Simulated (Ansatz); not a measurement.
Geometry optimisation, RKS PBE0/6-31G* in Ansatz 0.2.0.

Input:

```yaml
crystal:
  periodic: [false, false, false]
  atoms:
    - { symbol: B, position_ang: [0.123973, 0.621997, -0.312079] }
    - { symbol: F, position_ang: [-0.041069, -0.49401, 1.956356] }
    - { symbol: "N", position_ang: [1.356806, 0.088498, -0.720887] }
    - { symbol: H, position_ang: [1.428621, -0.872025, -1.016331] }
    - { symbol: H, position_ang: [2.248991, 0.491679, -0.477742] }
    - { symbol: H, position_ang: [-0.899497, 0.060501, -0.565047] }
    - { symbol: "N", position_ang: [0.048618, 1.959606, 0.351244] }
    - { symbol: H, position_ang: [0.84424, 2.582698, 0.320602] }
    - { symbol: H, position_ang: [-0.824454, 2.462695, 0.301269] }
    - { symbol: H, position_ang: [-0.024829, 0.436861, 2.000515] }
basis:
  gaussian: { orbitals: "6-31G*" }
hamiltonian:
  xc: pbe0
relax:
  f_tol: 0.03
  max_steps: 50
output:
  orbitals: {}
```

Command:

```bash
$ ansatz run input.yaml --threads 1 --pin off --max-ram 2048MiB --backend cpu --events-out ev --progress --plain --runs-dir out
```

Problem. Where does it end, and by what steps?

Solution. It converged. After 8 steps the energy has fallen by 0.283 eV; F2 moved furthest, 0.69 Å.

| step | energy less start (eV) | largest force component (eV/Å) | accepted |
| --- | --- | --- | --- |
| 0 | 0.0000 | 1.743 | yes |
| 1 | -0.0958 | 2.450 | yes |
| 2 | -0.2381 | 0.730 | yes |
| 3 | -0.2693 | 0.288 | yes |
| 4 | -0.2788 | 0.132 | yes |
| 5 | -0.2719 | 0.188 | no |
| 6 | -0.2824 | 0.089 | yes |
| 7 | -0.2829 | 0.055 | yes |
| 8 | -0.2831 | 0.016 | yes |

```xyz
10
Properties=species:S:1:pos:R:3
B 0.140 0.601 -0.457
F -0.044 -0.042 2.476
N 1.384 0.074 -0.819
H 1.460 -0.782 -1.344
H 2.269 0.402 -0.460
H -0.865 0.095 -0.869
N 0.019 1.728 0.435
H 0.812 2.335 0.600
H -0.847 2.249 0.426
H -0.066 0.678 1.849
```

Whether the end is a true minimum wasn't checked by a vibrational analysis.

Run time: 30 s on 1 thread of AMD EPYC 7R43 64-Core Processor (Zen 3), on a shared host, peak memory 0.16 GiB.
